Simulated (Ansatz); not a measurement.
Ansatz (a first-principles code) input (HF/3-21G): The .json file is the Basis Set Exchange's 3-21G.

Ansatz 0.2 input:
```yaml
crystal:
  periodic: [false, false, false]
  atoms:
    - {symbol: N, position_ang: [-2.26555882, 0.86709170, -0.51244696]}
    - {symbol: Si, position_ang: [-1.16105531, -0.45526818, 0.00368313]}
    - {symbol: N, position_ang: [0.34531795, 0.18454700, 0.59935926]}
    - {symbol: Si, position_ang: [1.98345957, 0.01752950, -0.01398040]}
    - {symbol: H, position_ang: [-2.99346406, 0.70204535, -1.20576874]}
    - {symbol: H, position_ang: [-0.82715171, -1.39985497, -1.09450681]}
    - {symbol: H, position_ang: [-1.91643672, -1.17779945, 1.06220203]}
    - {symbol: H, position_ang: [0.25333882, 0.78540371, 1.40412075]}
    - {symbol: H, position_ang: [1.94729820, -0.91947119, -1.16673516]}
    - {symbol: H, position_ang: [2.90663792, -0.53382082, 1.01629188]}
    - {symbol: H, position_ang: [2.55780399, 1.31036803, -0.47982843]}
basis:
  gaussian:
    orbitals: 3-21G.json
hamiltonian:
  xc: {name: HF}
magnetization: {spin_polarized: true, initial_magnetization: 1}
phonons: {temperatures: {t_min: 298.15, t_max: 298.15, t_step: 100}}
```

Output:

```
Functional definition: HF
integrals: 0.01 GiB planned
736 factors; integrals over basis functions are off by at most 3.0e-4 eV
mean field: 0.21 GiB planned
mean field evaluation 1: about -18695.4570 eV, gradient 2.3e1 eV
mean field evaluation 2: about -18695.4621 eV, gradient 2.3e1 eV
mean field evaluation 4: about -18698.4944 eV, gradient 2.3e0 eV
mean field evaluation 8: about -18698.5674 eV, gradient 7.6e-2 eV
mean field evaluation 16: about -18698.1821 eV, gradient 9.5e-1 eV
mean field evaluation 32: about -18697.6154 eV, gradient 1.9e0 eV
mean field -18698.56818347 eV, -687.1597063977 hartree, gradient 2.0e-5 eV, S^2 0.757447; 2 other end points of the search recorded, 0 dependent functions left out
the calculation of the forces begins
reference -18698.56818347 eV, -687.1597063977 hartree; 25, 24 occupied and 33, 34 virtual orbitals, 736 factors
these checks for a lower state are left out or cut short: stability, starts, cluster_reference, orbital_swaps, neighbouring_geometries, increment
integrals: 0.01 GiB planned
736 factors; integrals over basis functions are off by at most 3.0e-4 eV
mean field: 0.21 GiB planned
mean field evaluation 64: about -18698.5681 eV, gradient 4.6e-6 eV
mean field -18698.56807593 eV, -687.1597024456 hartree, gradient 1.6e-6 eV, S^2 0.757454; 0 other end points of the search recorded, 0 dependent functions left out
the calculation of the forces begins
reference -18698.56807593 eV, -687.1597024456 hartree; 25, 24 occupied and 33, 34 virtual orbitals, 736 factors
these checks for a lower state are left out or cut short: stability, starts, cluster_reference, orbital_swaps, neighbouring_geometries, increment
integrals: 0.01 GiB planned
736 factors; integrals over basis functions are off by at most 3.1e-4 eV
mean field: 0.21 GiB planned
mean field -18698.56807822 eV, -687.1597025298 hartree, gradient 1.4e-6 eV, S^2 0.757440; 0 other end points of the search recorded, 0 dependent functions left out
the calculation of the forces begins
reference -18698.56807822 eV, -687.1597025298 hartree; 25, 24 occupied and 33, 34 virtual orbitals, 736 factors
these checks for a lower state are left out or cut short: stability, starts, cluster_reference, orbital_swaps, neighbouring_geometries, increment
integrals: 0.01 GiB planned
736 factors; integrals over basis functions are off by at most 3.0e-4 eV
mean field: 0.21 GiB planned
mean field -18698.56813528 eV, -687.1597046269 hartree, gradient 1.5e-6 eV, S^2 0.757466; 0 other end points of the search recorded, 0 dependent functions left out
the calculation of the forces begins
reference -18698.56813528 eV, -687.1597046269 hartree; 25, 24 occupied and 33, 34 virtual orbitals, 736 factors
these checks for a lower state are left out or cut short: stability, starts, cluster_reference, orbital_swaps, neighbouring_geometries, increment
integrals: 0.01 GiB planned
736 factors; integrals over basis functions are off by at most 3.0e-4 eV
mean field: 0.21 GiB planned
mean field -18698.56814515 eV, -687.1597049896 hartree, gradient 1.4e-6 eV, S^2 0.757428; 0 other end points of the search recorded, 0 dependent functions left out
the calculation of the forces begins
reference -18698.56814515 eV, -687.1597049896 hartree; 25, 24 occupied and 33, 34 virtual orbitals, 736 factors
these checks for a lower state are left out or cut short: stability, starts, cluster_reference, orbital_swaps, neighbouring_geometries, increment
integrals: 0.01 GiB planned
736 factors; integrals over basis functions are off by at most 3.0e-4 eV
mean field: 0.21 GiB planned
mean field -18698.56810760 eV, -687.1597036094 hartree, gradient 1.4e-6 eV, S^2 0.757463; 0 other end points of the search recorded, 0 dependent functions left out
the calculation of the forces begins
reference -18698.56810760 eV, -687.1597036094 hartree; 25, 24 occupied and 33, 34 virtual orbitals, 736 factors
these checks for a lower state are left out or cut short: stability, starts, cluster_reference, orbital_swaps, neighbouring_geometries, increment
integrals: 0.01 GiB planned
736 factors; integrals over basis functions are off by at most 3.1e-4 eV
mean field: 0.21 GiB planned
mean field evaluation 96: about -18698.5605 eV, gradient 1.0e-1 eV
mean field -18698.56810894 eV, -687.1597036588 hartree, gradient 1.6e-6 eV, S^2 0.757430; 0 other end points of the search recorded, 0 dependent functions left out
the calculation of the forces begins
reference -18698.56810894 eV, -687.1597036588 hartree; 25, 24 occupied and 33, 34 virtual orbitals, 736 factors
these checks for a lower state are left out or cut short: stability, starts, cluster_reference, orbital_swaps, neighbouring_geometries, increment
integrals: 0.01 GiB planned
736 factors; integrals over basis functions are off by at most 3.0e-4 eV
[...]
integrals: 0.01 GiB planned
736 factors; integrals over basis functions are off by at most 3.0e-4 eV
mean field: 0.21 GiB planned
mean field -18698.56815429 eV, -687.1597053256 hartree, gradient 1.4e-6 eV, S^2 0.757447; 0 other end points of the search recorded, 0 dependent functions left out
the calculation of the forces begins
reference -18698.56815429 eV, -687.1597053256 hartree; 25, 24 occupied and 33, 34 virtual orbitals, 736 factors
these checks for a lower state are left out or cut short: stability, starts, cluster_reference, orbital_swaps, neighbouring_geometries, increment
integrals: 0.01 GiB planned
736 factors; integrals over basis functions are off by at most 3.0e-4 eV
mean field: 0.21 GiB planned
mean field -18698.56815778 eV, -687.1597054537 hartree, gradient 1.4e-6 eV, S^2 0.757446; 0 other end points of the search recorded, 0 dependent functions left out
the calculation of the forces begins
reference -18698.56815778 eV, -687.1597054537 hartree; 25, 24 occupied and 33, 34 virtual orbitals, 736 factors
these checks for a lower state are left out or cut short: stability, starts, cluster_reference, orbital_swaps, neighbouring_geometries, increment
integrals: 0.01 GiB planned
736 factors; integrals over basis functions are off by at most 3.0e-4 eV
mean field: 0.21 GiB planned
mean field evaluation 448: about -18698.5682 eV, gradient 2.8e-2 eV
mean field -18698.56816868 eV, -687.1597058543 hartree, gradient 8.5e-7 eV, S^2 0.757447; 0 other end points of the search recorded, 0 dependent functions left out
the calculation of the forces begins
reference -18698.56816868 eV, -687.1597058543 hartree; 25, 24 occupied and 33, 34 virtual orbitals, 736 factors
these checks for a lower state are left out or cut short: stability, starts, cluster_reference, orbital_swaps, neighbouring_geometries, increment
integrals: 0.01 GiB planned
736 factors; integrals over basis functions are off by at most 3.0e-4 eV
mean field: 0.21 GiB planned
mean field -18698.56816941 eV, -687.1597058809 hartree, gradient 1.4e-6 eV, S^2 0.757447; 0 other end points of the search recorded, 0 dependent functions left out
the calculation of the forces begins
reference -18698.56816941 eV, -687.1597058809 hartree; 25, 24 occupied and 33, 34 virtual orbitals, 736 factors
these checks for a lower state are left out or cut short: stability, starts, cluster_reference, orbital_swaps, neighbouring_geometries, increment
integrals: 0.01 GiB planned
736 factors; integrals over basis functions are off by at most 3.0e-4 eV
mean field: 0.21 GiB planned
mean field -18698.56815245 eV, -687.1597052579 hartree, gradient 1.4e-6 eV, S^2 0.757447; 0 other end points of the search recorded, 0 dependent functions left out
the calculation of the forces begins
reference -18698.56815245 eV, -687.1597052579 hartree; 25, 24 occupied and 33, 34 virtual orbitals, 736 factors
these checks for a lower state are left out or cut short: stability, starts, cluster_reference, orbital_swaps, neighbouring_geometries, increment
integrals: 0.01 GiB planned
736 factors; integrals over basis functions are off by at most 3.0e-4 eV
mean field: 0.21 GiB planned
mean field -18698.56815102 eV, -687.1597052052 hartree, gradient 1.4e-6 eV, S^2 0.757447; 0 other end points of the search recorded, 0 dependent functions left out
the calculation of the forces begins
reference -18698.56815102 eV, -687.1597052052 hartree; 25, 24 occupied and 33, 34 virtual orbitals, 736 factors
these checks for a lower state are left out or cut short: stability, starts, cluster_reference, orbital_swaps, neighbouring_geometries, increment
integrals: 0.01 GiB planned
736 factors; integrals over basis functions are off by at most 3.0e-4 eV
mean field: 0.21 GiB planned
mean field evaluation 480: about -18698.5682 eV, gradient 1.4e-6 eV
mean field -18698.56816638 eV, -687.1597057697 hartree, gradient 1.4e-6 eV, S^2 0.757447; 0 other end points of the search recorded, 0 dependent functions left out
the calculation of the forces begins
reference -18698.56816638 eV, -687.1597057697 hartree; 25, 24 occupied and 33, 34 virtual orbitals, 736 factors
these checks for a lower state are left out or cut short: stability, starts, cluster_reference, orbital_swaps, neighbouring_geometries, increment
integrals: 0.01 GiB planned
736 factors; integrals over basis functions are off by at most 3.0e-4 eV
mean field: 0.21 GiB planned
mean field -18698.56816864 eV, -687.1597058527 hartree, gradient 5.1e-7 eV, S^2 0.757446; 0 other end points of the search recorded, 0 dependent functions left out
the calculation of the forces begins
reference -18698.56816864 eV, -687.1597058527 hartree; 25, 24 occupied and 33, 34 virtual orbitals, 736 factors
these checks for a lower state are left out or cut short: stability, starts, cluster_reference, orbital_swaps, neighbouring_geometries, increment
integrals: 0.01 GiB planned
736 factors; integrals over basis functions are off by at most 3.0e-4 eV
mean field: 0.21 GiB planned
mean field -18698.56813923 eV, -687.1597047719 hartree, gradient 1.4e-6 eV, S^2 0.757447; 0 other end points of the search recorded, 0 dependent functions left out
the calculation of the forces begins
reference -18698.56813923 eV, -687.1597047719 hartree; 25, 24 occupied and 33, 34 virtual orbitals, 736 factors
these checks for a lower state are left out or cut short: stability, starts, cluster_reference, orbital_swaps, neighbouring_geometries, increment
integrals: 0.01 GiB planned
736 factors; integrals over basis functions are off by at most 3.0e-4 eV
mean field: 0.21 GiB planned
mean field -18698.56813683 eV, -687.1597046840 hartree, gradient 1.4e-6 eV, S^2 0.757446; 0 other end points of the search recorded, 0 dependent functions left out
the calculation of the forces begins
reference -18698.56813683 eV, -687.1597046840 hartree; 25, 24 occupied and 33, 34 virtual orbitals, 736 factors
these checks for a lower state are left out or cut short: stability, starts, cluster_reference, orbital_swaps, neighbouring_geometries, increment
integrals: 0.01 GiB planned
736 factors; integrals over basis functions are off by at most 3.0e-4 eV
mean field: 0.21 GiB planned
mean field -18698.56817226 eV, -687.1597059858 hartree, gradient 7.1e-7 eV, S^2 0.757447; 0 other end points of the search recorded, 0 dependent functions left out
the calculation of the forces begins
reference -18698.56817226 eV, -687.1597059858 hartree; 25, 24 occupied and 33, 34 virtual orbitals, 736 factors
these checks for a lower state are left out or cut short: stability, starts, cluster_reference, orbital_swaps, neighbouring_geometries, increment
integrals: 0.01 GiB planned
736 factors; integrals over basis functions are off by at most 3.0e-4 eV
mean field: 0.21 GiB planned
mean field evaluation 512: about -18698.5682 eV, gradient 1.1e-6 eV
mean field -18698.56817038 eV, -687.1597059166 hartree, gradient 1.1e-6 eV, S^2 0.757447; 0 other end points of the search recorded, 0 dependent functions left out
the calculation of the forces begins
reference -18698.56817038 eV, -687.1597059166 hartree; 25, 24 occupied and 33, 34 virtual orbitals, 736 factors
Total energy: -18698.56818347 eV, -687.1597063977 hartree
Atom 0 at    -2.265559     0.867092    -0.512447 Å, force    -0.000498    -0.001980    -0.000317 eV/Å
Atom 1 at    -1.161055    -0.455268     0.003683 Å, force    -0.000297     0.000441    -0.000577 eV/Å
Atom 2 at     0.345318     0.184547     0.599359 Å, force     0.002848     0.001187     0.001663 eV/Å
Atom 3 at     1.983460     0.017529    -0.013980 Å, force     0.000404    -0.000560    -0.001627 eV/Å
Atom 4 at    -2.993464     0.702045    -1.205769 Å, force     0.000425     0.000764     0.000341 eV/Å
Atom 5 at    -0.827152    -1.399855    -1.094507 Å, force    -0.000190     0.000132     0.000168 eV/Å
Atom 6 at    -1.916437    -1.177799     1.062202 Å, force    -0.000051     0.000296    -0.000307 eV/Å
Atom 7 at     0.253339     0.785404     1.404121 Å, force    -0.001039    -0.000210    -0.000131 eV/Å
Atom 8 at     1.947298    -0.919471    -1.166735 Å, force    -0.000444    -0.000347     0.000148 eV/Å
Atom 9 at     2.906638    -0.533821     1.016292 Å, force    -0.000708    -0.000150     0.000267 eV/Å
Atom 10 at     2.557804     1.310368    -0.479828 Å, force    -0.000449     0.000427     0.000371 eV/Å
Dipole moment:    -0.079972    -0.168732    -0.049391 e Å
Vibrations: 34.68 47.67 155.82 243.79 271.87 542.35 600.16 650.26 718.43 777.65 827.13 862.67 902.95 1000.86 1008.94 1031.68 1048.27 1061.66 1105.24 1413.99 2252.57 2265.08 2274.56 2281.66 2297.01 3538.72 3696.99 cm⁻¹, zero-point energy 2.040325 eV
```

The blocks after the first are displaced geometries, from whose forces the wavenumbers follow.
